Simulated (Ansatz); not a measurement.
The same path of BFH2O + BrH (7 atoms, charge 0, multiplicity 1) was run twice with different band settings. Lost on the way: Br6–H7. Made: B1–Br6, O2–H7.

Level of theory: RKS LDA/def2-SVP (Ansatz 0.2.0).

Relaxed end points:

```xyz
7
Properties=species:S:1:pos:R:3
B -0.151 -0.379 -0.029
O -0.454 0.212 1.148
H -1.113 -0.269 1.692
H 0.652 0.149 -0.769
F -0.738 -1.517 -0.344
Br 0.760 3.091 1.801
H 0.179 1.767 1.575
```

```xyz
7
Properties=species:S:1:pos:R:3
B 0.076 0.377 0.097
O -0.048 -0.029 1.660
H -0.950 -0.426 1.726
H 1.100 -0.102 -0.357
F -1.101 -0.047 -0.418
Br 0.165 2.387 0.322
H -0.106 0.896 2.044
```

Common settings: movable images 7; climbing image yes; spring 5.0 eV/Å²; start path through a guess of the saddle point; force threshold 0.03 eV/Å; iteration limit 60; end points relaxed.

| run | optimiser |
| --- | --- |
| 1 | quadratic models (default) |
| 2 | lbfgs |

Task: What does each run give, and how far can it be trusted?

Result: Run 1: converged after 17 iterations, highest image 0.421 eV above the first end. A vibrational analysis at the climbing image gives one clearly imaginary mode, 642i cm⁻¹: a first-order saddle point.
Run 2: converged after 48 iterations, highest image 0.421 eV above the first end. Another band between the same ends (7 images) ends at a top of the same energy, where a vibrational analysis finds 1 clearly imaginary mode.
The orbitals stay closed-shell, which can raise the energy where a bond breaks towards radicals; this wasn't checked here.
